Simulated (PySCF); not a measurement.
Different ions with OH ligands: tetrahedral complexes compared

All values are computed with PySCF: state-averaged CASSCF of the d shell with SC-NEVPT2, spin-free X2C, triple-zeta basis on the metal and double-zeta on the ligands, mean-field spin-orbit coupling; DFT geometries.

```csv
complex,point group,M–L / Å,L–M–L / °,solvent
Nb(OH)4,C2,1.91,101–121,none
V(OH)4,S4,1.77,109,none
[V(OH)4]-,S4,1.90,103–123,dichloromethane
[Ti(OH)4]-,S4,1.92,109,dichloromethane
[Ni(OH)4]2-,C1,1.96–1.99,94–140,water
[Mn(OH)4]2-,S4,2.06,108–112,water
Cr(OH)4,C1,1.76,107–114,none
```

For Nb(OH)4 the d shell alone is too small an active space: its values show what this model gives and aren't sound predictions.

Task: Rank by the nephelauxetic ratio at CASSCF level, lowest first.
A. [Ni(OH)4]2-
B. [V(OH)4]-
C. [Mn(OH)4]2-
D. Cr(OH)4

Result: D (0.722), B (0.833), C (0.932), A (0.949).

Task: What are the ground states and moments?

Result: 
| complex | shell | ground state (NEVPT2) | total orbital splitting (CASSCF fit) / cm⁻¹ | μeff(300 K) / μB |
| --- | --- | --- | --- | --- |
| Nb(OH)4 | d1 | 2A (from 2E) | 25324 | 1.68 |
| V(OH)4 | d1 | 2B (from 2E) | 15811 | 1.73 |
| [V(OH)4]- | d2 | 3B (from 3A2) | 14238 | 2.80 |
| [Ti(OH)4]- | d1 | 2B (from 2E) | 10970 | 1.75 |
| [Ni(OH)4]2- | d8 | 3T1-like | 7788 | 3.70 |
| [Mn(OH)4]2- | d5 | 6A (from 6A1) | 4935 | 5.92 |
| Cr(OH)4 | d2 | 3A2-like | 15392 | 2.79 |

In Nb(OH)4, V(OH)4, [V(OH)4]-, [Ti(OH)4]-, [Ni(OH)4]2-, [Mn(OH)4]2-, Cr(OH)4 the symmetry is lower than cubic, so the total splitting isn't 10Dq alone: it holds the effect of the lower symmetry too.

In V(OH)4, Cr(OH)4 the metal orbitals mix much with the ligands', for which an active space of the metal shell alone is small.
